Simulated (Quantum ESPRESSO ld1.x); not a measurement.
The numbers below are computed, except where a source is named.
Problem. The aim is neutral cerium in [Xe] 4f1 5d1 6s2. What will ld1.x (Quantum ESPRESSO 7.5) do with this input?

```
 &input
    zed=58.0,
    iswitch=1,
    rel=0,
    lsd=2,
    dft='PZ',
    config='[Xe] 4f1 5d1 6s2',
    prefix='ld1',
    max_out_wfc=37,
    file_charge='ld1.rho',
 /
```

Solution. Refused. The program stops in ld1_readin with "lsd not correct": lsd takes 0 or 1.

Output (excerpt):

```
     Program LD1 v.7.5 starts

 %%%%%%%%%%%%%%%%%%%%%%%%%%%%%%%%%%%%%%%%%%%%%%%%%%%%%%%%%%%%%%%%%%%%%%%%%%%%%%
     Error in routine ld1_readin (1):
     lsd not correct
 %%%%%%%%%%%%%%%%%%%%%%%%%%%%%%%%%%%%%%%%%%%%%%%%%%%%%%%%%%%%%%%%%%%%%%%%%%%%%%

     stopping ...
```

Run on one thread of a shared host, so times are rough (Intel(R) Xeon(R) Processor @ 2.60GHz): 0.21 s of CPU time, 1.2 s wall, peak memory 26 MiB.
